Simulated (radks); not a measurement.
The numbers below are computed, except where a source is named.
Q: In I, configuration [Kr] 4d10 5s2 5p1. Level of theory: scalar-relativistic Kohn-Sham, r2SCAN, spin-polarised, spherical densities, finite nucleus; open shells are filled with parallel spins first (spin-orbit coupling, left out, can overturn this in heavy ions); meta-GGA in the generalised Kohn-Sham scheme; Fermi nuclear charge, rms radius 4.6156 fm (a radial shooting solver on a logarithmic mesh with Libxc functionals). Some entries of the table are withheld. Estimate them.

| orbital | occ. | eigenvalue (hartree) | r(max) (bohr) | <1/r> (bohr^-1) |
|---|---|---|---|---|
| 1s up | 1 | -1021.850 | 0.01922 | 51.85 |
| 1s down | 1 | -1021.849 | 0.01922 | 51.85 |
| 2s down | 1 | -153.5536 | 0.1085 | 11.83 |
| 2s up | 1 | -153.5535 | 0.1085 | 11.83 |
| 2p up | 3 | -137.7138 | 0.08694 | 11.38 |
| 2p down | 3 | -137.7135 | 0.08694 | 11.38 |
| 3s up | 1 | -29.36329 | 0.3150 | 4.195 |
| 3s down | 1 | -29.36302 | 0.3150 | 4.195 |
| 3p up | 3 | -24.13693 | 0.3085 | 3.989 |
| 3p down | 3 | -24.13657 | 0.3085 | 3.989 |
| 3d up | 5 | -16.04044 | 0.2587 | 3.753 |
| 3d down | 5 | -16.04013 | 0.2587 | 3.753 |
| 4s up | 1 | -4.51754 | 0.7711 | 1.624 |
| 4s down | 1 | -4.51687 | 0.7712 | 1.623 |
| 4p up | 3 | -2.95554 | 0.8169 | 1.470 |
| 4p down | 3 | -2.95508 | 0.8170 | 1.470 |
| 4d up | 5 | (1) | (2) | 1.136 |
| 4d down | 5 | (3) | (4) | 1.140 |
| 5s up | 1 | -0.32303 | 2.186 | 0.4831 |
| 5s down | 1 | -0.29455 | 2.157 | 0.4959 |
| 5p up | 1 | -0.10548 | 2.850 | 0.3507 |
| 5p down | 0 | -0.05900 | 2.738 | 0.3818 |

A: 
(1) 4d up eigenvalue (hartree): -0.70609
(2) 4d up r(max) (bohr): 0.9304
(3) 4d down eigenvalue (hartree): -0.70397
(4) 4d down r(max) (bohr): 0.9303
